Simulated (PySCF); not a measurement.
H₉O₃Si₄ (doublet state).
Geometry (PBE0-D3(BJ)/def2-SVP, Å), atoms numbered from 1 in this order:
```xyz
16
H9O3Si4 angstrom
Si     2.3178   -1.6048    0.2566
O      1.3337   -0.3079    0.6283
Si    -0.2793    0.0365    0.7552
O     -0.5316    1.5604    0.1715
Si     0.2773    3.0051   -0.0319
O     -1.1040   -1.0493   -0.1760
Si    -2.5363   -1.4099   -0.9449
H      3.7210   -1.2031    0.5513
H      2.1891   -1.9570   -1.1876
H      1.9529   -2.7902    1.0877
H     -0.7343    4.0485   -0.3570
H      1.2600    2.8943   -1.1491
H      0.9964    3.3796    1.2217
H     -2.3111   -2.6186   -1.7854
H     -2.9678   -0.2691   -1.8042
H     -3.5990   -1.6966    0.0637
```

The hyperfine couplings belong to this conformer and change with its torsions.

As a line formula: `[SiH3]O[Si](O[SiH3])O[SiH3]` [radical].

The calculation used PySCF, UKS B3LYP, IGLO-III on O Si, pcH-1 on H, non-relativistic, mean-field spin-orbit, GIAO. Geometry: PBE0-D3(BJ)/def2-SVP, one conformer, isolated molecule. Stability of the SCF solution: not tested.

Match the computed a_iso(29Si) values -1187.3, -2.3 MHz (means over equivalent nuclei) with the sites Si1/Si5/Si7; Si3.

| site | a_iso (MHz) | ρ(0) (bohr⁻³) | position | distance from Si3 (Å) | spin population | largest \|T\| (MHz) |
| --- | --- | --- | --- | --- | --- | --- |
| Si1/Si5/Si7 | -2.3 | +0.0026 | 2 bonds from Si3 | 3.14 | +0.02 | 3.2 |
| Si3 | -1187.3 | +1.3371 | largest spin population | 0.00 | +0.84 | 108.4 |

ρ(0) is the spin density at the nucleus and T the dipolar tensor; a_iso includes a spin–orbit part; entries for several nuclei are means. The largest Mulliken spin population is on Si3 (+0.84). The angles at Si3 add up to 325.5°, so it is pyramidal.

Nuclei that the bonding pattern makes equivalent are averaged, as if the motion that swaps them (rotation, inversion, ring flip) were fast. The nine 1H nuclei of mean +1.7 MHz run from -0.9 to 4.9 MHz in the frozen geometry.

On an Arm Neoverse V1 with one thread, on a shared host, this took 2.6 min wall.
